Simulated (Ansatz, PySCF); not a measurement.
C2H9AsIn, charge +1, singlet, at a GFN2-xTB geometry (such geometries of metal compounds can be far from the true shape) (all electrons, no relativity). Base run: PySCF with CASSCF(6,6)/STO-3G.

Input for PySCF:
```python
from pyscf import gto, scf, mcscf
import numpy

mol = gto.M(
    atom='''
In    0.01491532    1.00767213    0.39062264
C     1.76611088    1.72520798   -0.86194776
H     2.59977146    1.05368391   -0.65708296
H     2.00057321    2.74925913   -0.57340035
H     1.45846953    1.66768211   -1.90586630
C    -1.72591463    0.72001787    1.81810354
H    -2.59395794    0.45454736    1.21494295
H    -1.88778307    1.65246318    2.35785953
H    -1.45215284   -0.08863011    2.49559776
As   -0.02994964   -1.92171026   -0.74945036
H     0.54620245   -3.07373771   -0.00179574
H     0.61564657   -2.36121561   -2.01698814
H    -1.27045955   -2.68490341   -1.05884848
''',
    basis='sto-3g',
    charge=1,
    verbose=4,
)

mf = scf.RHF(mol)
mf.kernel()
mc = mcscf.CASSCF(mf, 6, 6)
mc.fix_spin_(ss=0.0)
mc.kernel()
occ = numpy.linalg.eigvalsh(mc.fcisolver.make_rdm1(mc.ci, mc.ncas, mc.nelecas))[::-1]
ss = mc.fcisolver.spin_square(mc.ci, mc.ncas, mc.nelecas)[0]
print('natural occupations', occ.round(4), ' <S^2>', round(ss, 4))
```

Programs used: Ansatz (a first-principles code), PySCF; a row that names a program was run with it.

Variants of this job, named by their change:

| change | ΔE vs base (kcal/mol) | natural occupations | <S^2> of the state |
|---|---|---|---|
| base | 0.000 | 2.00 1.96 1.94 0.06 0.02 0.01 | 0.00 |
| active space = 8 electrons, 6 orbitals | 1.39 | 2.00 2.00 1.97 1.95 0.06 0.02 | 0.00 |
| code = ansatz | -8.48 | - | - |
| orbitals = fixed (CASCI); correction = SC-NEVPT2 | -92.8 | 2.00 1.98 1.98 0.03 0.01 0.01 | 0.00 |
| active space = 8 electrons, 7 orbitals | -10.92 | 2.00 1.98 1.97 1.95 0.06 0.02 0.02 | 0.00 |
| state_average = 2 states | 1.45 | - | - |
| active space = 4 electrons, 4 orbitals | 11.05 | 1.99 1.96 0.04 0.01 | 0.00 |
| solver = newton | -0.363 | 2.00 1.97 1.95 0.06 0.02 0.01 | 0.00 |
| orbitals = fixed (CASCI) | 13.16 | 2.00 1.98 1.98 0.03 0.01 0.01 | 0.00 |
| start = MP2 natural orbitals | -8.49 | 1.97 1.97 1.95 0.06 0.03 0.02 | 0.00 |
| conv_tol = 1e-5 | 0.000 | 2.00 1.96 1.94 0.06 0.02 0.01 | 0.00 |

Active orbitals are taken around the Fermi level unless the row says otherwise; CASSCF can end in different local minima, and two programs can end on different orbitals. State-averaged rows give the lowest state.
